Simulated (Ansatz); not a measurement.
Reaction (redistribution): `[NH2][Ga]([OH])[OH]` + `[NH2][V](=[O])([OH])[Cl]` → `[OH][Ga]([OH])[Cl]` + `[NH2][V]([NH2])(=[O])[OH]`

Program: Ansatz. Geometries: PBE0-D4/def2-TZVP. ΔE: electronic, gas phase. CBS: MP2 limit from def2 TZ/QZ plus the TZ coupled-cluster correction, frozen cores. DFT in def2-TZVPP. For Ga, V outer-core shells are correlated without core-valence functions, which leaves a few kJ/mol of doubt a bond. Scalar relativity is left out up to krypton. One conformer a species, not always the lowest.

```json
{"level": "BHLYP-D4", "ΔE (kcal/mol)": "-4.2"}
{"level": "ωB97X-V", "ΔE (kcal/mol)": "-3.5"}
{"level": "r2SCAN0", "ΔE (kcal/mol)": "-3.5"}
{"level": "HF/def2-SVP", "ΔE (kcal/mol)": "-7.7"}
{"level": "CCSD(T)/def2-SVP", "ΔE (kcal/mol)": "-3.9"}
{"level": "MP2/def2-TZVPP", "ΔE (kcal/mol)": "2.5"}
{"level": "MP2/def2-QZVPP", "ΔE (kcal/mol)": "2.7"}
{"level": "HF/CBS(def2)", "ΔE (kcal/mol)": "-5.5"}
```

(1) What does CCSD(T)/CBS give? (An estimate is asked.)

Largest T1 diagnostic among the species: 0.033, so the coupled-cluster value is less sure than usual.

## Answers

(1) The calculation gave: -2.5 kcal/mol. The listed levels differ from it by -1.7, -1.0, -1.0, -5.2, -1.4, 5.0, 5.2, -3.0 kcal/mol.

Leaving LDA and LC-ωPBE aside and taking each functional with its dispersion term where it has one, the values, not all of them listed here, spread over 3.3 kcal/mol, from BHLYP-D4 to B2PLYP. From BLYP to BHLYP (50 % exact exchange), in def2-TZVPP and without D4, ΔE moves by −1.1 kcal/mol.
